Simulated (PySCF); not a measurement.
Nuclear quadrupole coupling in `[C-]#[N+]C1CCCCC1`

Species: C₇H₁₁N.
Geometry (PBE0-D3(BJ)/def2-SVP, Å), atoms numbered from 1 in this order:
```xyz
19
C7H11N angstrom
C     -0.5294    3.9135    0.6253
N     -0.4656    2.8126    0.2262
C     -0.3820    1.4705   -0.2233
C     -1.5310    0.6338    0.3444
C     -1.4330   -0.8124   -0.1264
C     -0.0793   -1.4244    0.2185
C      1.0652   -0.5837   -0.3377
C      0.9775    0.8635    0.1317
H     -0.4774    1.4920   -1.3244
H     -1.4782    0.6801    1.4457
H     -2.4917    1.0845    0.0518
H     -1.5834   -0.8507   -1.2205
H     -2.2502   -1.4030    0.3163
H      0.0196   -1.4905    1.3168
H     -0.0169   -2.4563   -0.1616
H      2.0376   -1.0101   -0.0456
H      1.0360   -0.6114   -1.4419
H      1.1021    0.9170    1.2268
H      1.7783    1.4758   -0.3106
```

Field gradients from the PBE0/pcSseg-1 density (PySCF, non-relativistic), principal values in atomic units, ordered |Vxx| ≤ |Vyy| ≤ |Vzz|:

```json
{"atom": "N2", "Vxx": "-0.0503", "Vyy": "-0.0543", "Vzz": "0.1046"}
```

Q: Find the asymmetry η = (Vxx − Vyy)/Vzz and the couplings χ = eQV/h (234.96 MHz × Q in barn × V in au), with Q(14N) = 0.02044 b.

A: 
| atom | environment | nucleus | η | χzz (MHz) | χxx (MHz) | χyy (MHz) |
| --- | --- | --- | --- | --- | --- | --- |
| N2 | isocyanide nitrogen | 14N | 0.04 | 0.502 | -0.242 | -0.261 |

The gradient is axial or nearly so (η below 0.05) at N2. The tensor is traceless: Vxx + Vyy + Vzz = 0.

Q: What is Vzz at N2 in SI units (1 au = 9.71736 × 10²¹ V/m²)?

A: 0.1046 au = 1.016 × 10²¹ V/m².

Q: And the gradient at the other heavy atoms, for which no coupling is worked out here?

A: 
```json
{"atom": "C1", "environment": "isocyanide carbon", "Vzz (au)": "-0.830", "η": "0.00"}
{"atom": "C3", "environment": "sp3 carbon bound to nitrogen", "Vzz (au)": "0.379", "η": "0.00"}
{"atom": "C4", "environment": "ring CH2 carbon", "Vzz (au)": "0.084", "η": "0.58"}
{"atom": "C5", "environment": "ring CH2 carbon", "Vzz (au)": "-0.042", "η": "0.89"}
{"atom": "C6", "environment": "ring CH2 carbon", "Vzz (au)": "-0.039", "η": "0.31"}
{"atom": "C7", "environment": "ring CH2 carbon", "Vzz (au)": "-0.042", "η": "0.88"}
{"atom": "C8", "environment": "ring CH2 carbon", "Vzz (au)": "0.084", "η": "0.58"}
```

Q: What couplings would deuterons (Q(2H) = 0.00286 b) have in place of the hydrogens, at this geometry?

A: 
```csv
atom,bonded to,bond length (Å),Vzz (au),η,χzz (kHz)
H9,C3,1.105,0.2709,0.06,182
H10,C4,1.104,0.2808,0.02,189
H11,C4,1.101,0.2865,0.03,193
H12,C5,1.105,0.2809,0.01,189
H13,C5,1.101,0.2884,0.02,194
H14,C6,1.105,0.2813,0.01,189
H15,C6,1.101,0.2884,0.02,194
H16,C7,1.101,0.2883,0.02,194
H17,C7,1.105,0.2809,0.01,189
H18,C8,1.104,0.2808,0.02,189
H19,C8,1.101,0.2865,0.03,193
```

One conformer (not necessarily the lowest) at the PBE0-D3(BJ)/def2-SVP geometry, without solvent, vibrations or thermal averaging. The small basis limits the accuracy of the gradients.

These values come from a run that also computed NMR shieldings. Time: 57 s. Hardware: an x86-64 server with one thread, no GPU, on a shared host.
